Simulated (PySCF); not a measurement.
Cost against size for one kind of job: GIAO PBE0/pcSseg-1 NMR shielding, non-relativistic, gas phase in PySCF; work: shieldings, charges and field gradients. Hardware: one thread of an Arm Neoverse V1, on a shared host. The host was shared with other jobs, so the times are rough.

```tsv
species (SMILES)	atoms	electrons	basis functions	SCF cycles	wall time
N[CH2][GeH3]	10	52	110	10	?
C/C=C\C(C)C	18	48	162	13	18 s
C=C(C)[BH2-]CC	18	48	162	14	?
CC[B-](N)(CC)CC	25	66	221	13	61 s
C=C[C@@](C)(OC)O[BH2-][PH3+]	23	80	230	13	?
CC(C)(C)c1cccnc1	23	74	235	14	60 s
```

Problem. Estimate the withheld figures.

Solution. `N[CH2][GeH3]`: 7.5 s; `C=C(C)[BH2-]CC`: 20 s; `C=C[C@@](C)(OC)O[BH2-][PH3+]`: 66 s.

Problem. With all rows, how does the wall time grow with the number of basis functions N?

Solution. A straight line through log(time) against log(N) has slope 3.0 between N = 110 and 235, and the rows scatter about it by a factor of about 1.1 (standard error of the fit). This is a fit to these rows, whose iteration counts differ, not the method's formal scaling.
